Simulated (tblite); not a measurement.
C4H9F3Si2.
Structure used (GFN2-xTB), in Å, numbered top down from 1:
```xyz
18
C4H9F3Si2 angstrom
F      2.3961   -0.6017    1.3362
C      1.6147    0.3148    0.7389
F      0.7723    0.7562    1.6915
F      2.4193    1.3527    0.4512
C      0.9138   -0.2335   -0.4899
C      0.0914    0.8703   -1.1624
Si    -1.5327    1.2069   -0.1879
Si    -1.5609   -0.9020    0.7677
C      0.0613   -1.4485   -0.1102
H      1.7318   -0.5460   -1.1551
H     -0.1532    0.5323   -2.1703
H      0.7050    1.7635   -1.2771
H     -1.3581    2.3721    0.6804
H     -2.5645    1.5543   -1.1733
H     -2.6097   -1.8491    0.3680
H     -1.4044   -1.0208    2.2181
H      0.6541   -2.1356    0.4932
H     -0.1851   -1.9797   -1.0305
```

Computed values, GFN2-xTB/tblite, gas phase, harmonic and unscaled. The method is semi-empirical: single wavenumbers can be off by several per cent or more. Modes of hydrogen on silicon can be 10 to 20 % off. One conformer, not necessarily the lowest.

Harmonic wavenumbers (cm⁻¹): 42.7, 97.2, 107.0, 217.6, 236.3, 275.7, 306.4, 358.6, 389.8, 442.7, 456.6, 470.5, 497.6, 515.8, 532.2, 552.9, 602.0, 630.7, 651.1, 681.0, 720.2, 754.6, 787.0, 798.3, 822.2, 827.9, 972.8, 1030.6, 1056.2, 1081.6, 1129.5, 1139.7, 1207.4, 1224.1, 1269.7, 1304.2, 1327.9, 1480.0, 1489.3, 2201.1, 2212.2, 2250.5, 2254.4, 2892.9, 2980.7, 2984.6, 3002.7, 3003.0.

A = 1800, B = 957.9, C = 820.1 MHz; mass 170.019 u (most abundant isotopes); point group Cs, symmetry number 1.

Zero-point energy?

½Σν̃ = 26135 cm⁻¹ = 312.64 kJ/mol.

What is S at 350 K and 1 bar for an ideal gas of classical rigid rotors and harmonic oscillators?

Translation 176.24, rotation 126.72, vibration 147.35: S = 450.3 J/(mol K).

And Cp and H(350 K) − H(0)?

Cp = 205.41 J/(mol K), of which vibrations give 172.15 (their classical limit is 48 R = 399.1); H(350 K) − H(0) = 40.44 kJ/mol without the zero-point energy, 28.80 from vibrations.

Which modes carry the vibrational entropy at 350 K?

42.7 cm⁻¹: 22.79; 97.2 cm⁻¹: 16.00; 107.0 cm⁻¹: 15.21; 217.6 cm⁻¹: 9.51; 236.3 cm⁻¹: 8.88; 275.7 cm⁻¹: 7.70 J/(mol K); the other 42 give 67.26 together.

Blend soft modes into free rotors: weight 1/[1 + (100 cm⁻¹/ν̃)⁴] for the oscillator and the rest for a rotor with moment μB/(μ + B), μ = h/(8π²ν), B = 10⁻⁴⁴ kg m². What vibrational entropy results?

138.03 J/(mol K) in place of 147.35, which changes −T·S at 350 K by +3.26 kJ/mol.

How do the functions run with temperature in this model?

| T (K) | S (J/(mol K)) | Cp (J/(mol K)) | H − H(0) (kJ/mol) | G − H(0) (kJ/mol) | ln q(vib) |
| --- | --- | --- | --- | --- | --- |
| 100 | 290.6 | 72.3 | 5.07 | -23.99 | 1.43 |
| 200 | 357.7 | 128.9 | 15.07 | -56.47 | 3.76 |
| 300 | 420.4 | 182.5 | 30.73 | -95.40 | 6.43 |
| 500 | 533.2 | 259.0 | 75.52 | -191.07 | 12.10 |
| 800 | 670.4 | 323.2 | 163.85 | -372.46 | 20.25 |
| 1000 | 745.5 | 349.2 | 231.24 | -514.22 | 25.21 |

q(vib) and H(0) count from the zero-point level.

What must be added to the electronic energy to get the Gibbs energy at 350 K and 1 bar?

ZPE + [H(350 K) − H(0)] − T·S = 312.64 + 40.44 − 157.61 = 195.47 kJ/mol.

Hindered rotation and anharmonicity are outside this model. Other conformers, if any are populated, would add a mixing term that is left out.

Hardware: Intel Xeon at 2.50 GHz, one thread, no GPU, shared host with 64 logical CPUs at a one-minute load of 62. Cost: 2.9 s wall. This covers the Hessian and the dipole derivatives.
